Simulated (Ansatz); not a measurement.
System: MoH3, net charge 0, quartet state. The spin state was set by rule; other spins were not relaxed. SMILES: [MoH3]
Geometry: optimised at B3LYP-D3(BJ)/def2-TZVP (Ansatz, a program for electronic structure).

Wanted: atomisation energy (electronic, to ground-state atoms), in eV. Correlated levels leave the core frozen unless marked. Open shells are spin-unrestricted. Spin-orbit coupling is left out. Frozen are the shells of the preceding noble gas and the d and f shells that filled before the atom's block. In def2 rows, elements after Kr have scalar-relativistic effective core potentials. The coupled-cluster limit lacks core correlation, which all-electron functionals hold. CBS marks a two-point X^-3 extrapolation of the correlation energy; Hartree-Fock from the larger set.

The UHF reference is spin-contaminated (<S^2> 0.11 over the pure value in the largest basis). 

```tsv
level	program	atomisation energy (eV)
PBE/def2-TZVPD	Ansatz	[?]
revPBE-D4/def2-TZVPD	Ansatz + dftd4	7.86
B97M-V/def2-TZVPD	Ansatz	[?]
PBE-QIDH/def2-TZVPD	Ansatz	6.91
CCSD(T)/CBS(def2-TZVPPD,def2-QZVPPD)	Ansatz	7.58
```

**Question.** Some entries are withheld; supply them.

**Answer.** 
- PBE/def2-TZVPD, atomisation energy (eV): 7.80
- B97M-V/def2-TZVPD, atomisation energy (eV): 7.67
